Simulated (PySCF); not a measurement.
# Static response to an electric field

C4H9F2N.
Cartesian coordinates in Å at the GFN2-xTB level; atoms count from 1:
```xyz
16
C4H9F2N angstrom
C     -0.925    1.193    0.428
N     -0.521   -0.195    0.555
C     -1.512   -1.078   -0.028
C      0.795   -0.432   -0.004
C      1.881    0.188    0.869
F      3.039   -0.510    0.756
F      2.183    1.454    0.486
H     -1.030    1.504   -0.623
H     -1.883    1.326    0.929
H     -0.193    1.837    0.908
H     -2.465   -0.907    0.467
H     -1.644   -0.916   -1.108
H     -1.216   -2.112    0.138
H      0.906   -0.046   -1.032
H      0.979   -1.509   -0.016
H      1.600    0.211    1.932
```

Level: PBE0/def2-SVPD (PySCF), static field, nuclei fixed, core orbitals frozen in the response. The polarisability tensor in these axes (au):

```
x   67.33  0.56  1.61
y    0.56 61.34  1.19
z    1.61  1.19 56.06
```

Q: Diagonalise the tensor; give its mean and Δα, where Δα² is half the sum of the squared differences of the eigenvalues.

A: Principal values 55.62, 61.46 and 67.64 au; mean 61.58 au = 9.12 Å³ = 10.15 × 10⁻⁴⁰ C²·m²/J; Δα = 10.41 au (17 % of the mean).

Q: What is the dipole moment, and where does it point?

A: (-2.34, -0.65, -0.27) D, 2.44 D in size, pointing from the negative to the positive side. Measured along this direction, the outermost atoms are F6 at the negative end and H11 at the positive end.

Q: What would n − 1 = 2πNα be for an ideal gas of these molecules at 350 K and 1 atm, electronic part alone?

A: N = p/kT = 2.0968 × 10¹⁹ cm⁻³, so n − 1 = 2π × N × 9.12 × 10⁻²⁴ cm³ = 1202 × 10⁻⁶ at long wavelengths, for an ideal gas.

Q: Molar refractivity from α?

A: Lorentz–Lorenz: R = (4π/3)N_A α = 2.5225 cm³/(mol·Å³) × 9.12 Å³ = 23.0 cm³/mol, in the limit of long wavelengths.

Q: Rayleigh depolarisation ratio (linearly polarised light, static tensor)?

A: ρ = 3Δα²/(45ᾱ² + 4Δα²) = 325.2/(170617 + 433.6) = 0.0019.

Q: Orientational against electronic polarisability at 273 K (dilute gas, rigid molecules)?

A: In Gaussian units μ²/3kT = 52.76 Å³ against 9.12 Å³, a ratio of 5.78; the Debye molar polarisation (4π/3)N_A(α + μ²/3kT) is 156.1 cm³/mol, leaving out the vibrational part.

One conformer (not necessarily the lowest) at the GFN2-xTB geometry, without solvent, vibrations or thermal averaging.
